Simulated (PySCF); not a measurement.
An unknown is described by computed data only.

Formula: C8H12Si.

| Property | Result |
| --- | --- |
| Triplet | lowest triplet excitation (Tamm–Dancoff): 4.24 eV [TDA wB97X-D/def2-SVPD] |
| NMR, other nuclei | isotropic shieldings of nuclei other than C and H, by class: 392 (1 Si) ppm [GIAO KT2/pcSseg-1] |
| Rotational structure | rotational constants A, B, C: 1.582, 0.956, 0.955 GHz [PBE0-D3(BJ)/def2-SVP] |
| 13C NMR | chemical shifts (computed TMS as zero) by class: 133.8 (4 C), 133.4 (4 C) ppm [GIAO KT2/pcSseg-1] |
| XPS | Si2p3/2 105.9, C1s 289.7 (×4), C1s 290.2 (×4), Si1s 1845.7 eV [ΔSCF SCAN, pcX-2 on the ionised atom, pcseg-1 elsewhere, spin-free X2C, 2p3/2 from a spin–orbit splitting computed afterwards within the 2p shell] |
| Dipole | 0.05 D [wB97X-D/def2-SVPD] |
| UV, strongest line | among the 10 lowest singlet transitions: S9 at 7.12 eV (174 nm, f = 0.728) [TDDFT wB97X-D/def2-SVPD] |
| UV, first state | lowest singlet excitation: 6.05 eV (205 nm, f = 0.025) [TDDFT wB97X-D/def2-SVPD] |
| 1H NMR | chemical shifts (computed TMS as zero) by class: 6.35 (1 H), 6.33 (1 H), 6.23 (1 H), 6.21 (1 H), 6.04 (4 H), 5.98 (4 H) ppm [GIAO KT2/pcSseg-1] |
| Polarisability | 122.1 au [wB97X-D/def2-SVPD] |

Gas-phase values; electronic properties from PySCF, density fitting. Levels stand in brackets. Geometry: PBE0-D3(BJ)/def2-SVP, one conformer, isolated molecule. NMR values are class means; diastereotopic atoms form classes of their own.

Q: Propose a structure and show how it fits.

A: 8 carbons fall into 2 classes; from least to most shielded: carbon bonded to C, Si and H (133.8 ppm, 4 C), carbon bonded to C and 2 H (133.4 ppm, 4 C). Hydrogen classes from least to most shielded: 1 H on a carbon bonded to C and 2 H (6.35 ppm), 1 H on a carbon bonded to C and 2 H (6.33 ppm), 1 H on a carbon bonded to C and 2 H (6.23 ppm), 1 H on a carbon bonded to C and 2 H (6.21 ppm), 4 H on 4 like atoms (carbon bonded to C and 2 H) (6.04 ppm), 4 H on 4 like atoms (carbon bonded to C, Si and H) (5.98 ppm). The other shieldings belong to: 392 ppm, silicon bonded to 4 C. The core levels belong to: Si2p3/2 105.9 eV, silicon bonded to 4 C; C1s 289.7 eV, carbon bonded to C, Si and H; C1s 290.2 eV, carbon bonded to C and 2 H; Si1s 1845.7 eV, silicon bonded to 4 C. One atom of each topological class was ionised and stands for its class. The hole state at 289.7 eV has ⟨S²⟩ = 0.82 against 0.75, so that value is less sure. The optimised geometry has point group C1 and is an asymmetric top. Structure: Si(vinyl)4 (`C=C[Si](C=C)(C=C)C=C`). Computed isomers that give other values at the same levels: `[SiH3]CC1=CC=CC12CC2` (rotational constant A: 2.117 GHz; this holds for the one conformer computed); `[SiH3]C[C@H]1[C@H]2C=C[C@@H]1C=C2` (rotational constant A: 2.898 GHz; this holds for the one conformer computed); `C=C/C=C/C=C/C=C/[SiH3]` (rotational constant A: 13.176 GHz; this holds for the one conformer computed). The assignments are read from this structure; whether some other isomer fits the data as well wasn't checked.
